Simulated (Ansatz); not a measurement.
Computed with Ansatz on PBE0-D4/def2-TZVP structures; ΔE is electronic, products minus reactants. CBS: MP2 limit from def2 TZ/QZ plus the TZ coupled-cluster correction, frozen cores. This one scheme is used for every species, atoms too. For atomizations the MP2-based limit and the directly extrapolated one differ by several kJ/mol either way, and by 10 to 25 for some Ge, Se and Sn compounds, so smaller differences from it don't rank the levels. DFT in def2-TZVPP. Open shells (•) are unrestricted, without spin–orbit coupling. Spin–orbit coupling would lower the free atoms: a little for C, O, Si; strongly for Sn. Elements past krypton have def2 core potentials. For Sn outer-core shells are correlated without core-valence functions, so the limit isn't a true one: a few kJ/mol of doubt a bond, and 10 to 20 or more in all where bonds break to atoms.

`[SnH3][CH]1O[SiH2]1` → C• + 6 H• + O• + Si• + Sn•  (atomization)

`[SnH3][CH]1O[SiH2]1`:

```xyz
10

Sn   -0.784   -1.055   -1.076
C     0.036   -0.231    0.721
O    -0.602    1.045    1.148
Si    1.003    1.291    0.795
H    -0.699    0.136   -2.296
H    -2.410   -1.513   -0.827
H     0.134   -2.423   -1.534
H     0.122   -0.932    1.552
H     1.888    1.607    1.937
H     1.313    2.074   -0.420
```

| level | ΔE (kJ/mol) |
| --- | --- |
| B97M-V | 3090.9 |
| r2SCANh | 3025.3 |

(1) What does CCSD(T)/CBS give? (An estimate is asked.)

Largest T1 diagnostic among the species: 0.015.

Results:

(1) Computed: +3070.1 kJ/mol. The listed levels differ from it by 20.8, -44.8 kJ/mol.

Leaving LDA and LC-ωPBE aside and taking each functional with its dispersion term where it has one, the values, not all of them listed here, spread over 143.2 kJ/mol, from BHLYP-D4 to B97M-V. LDA lies +453.6 kJ/mol from PBE without D4, its usual overbinding. The D4 term adds +36.0 kJ/mol with B3LYP and +18.8 kJ/mol with PBE0; it sums over pairs of atoms, weighted by their polarisabilities, and B3LYP, whose exchange is more repulsive, gets the larger term.

B3LYP here is the variant with VWN-RPA as its local correlation; programs differ in this.
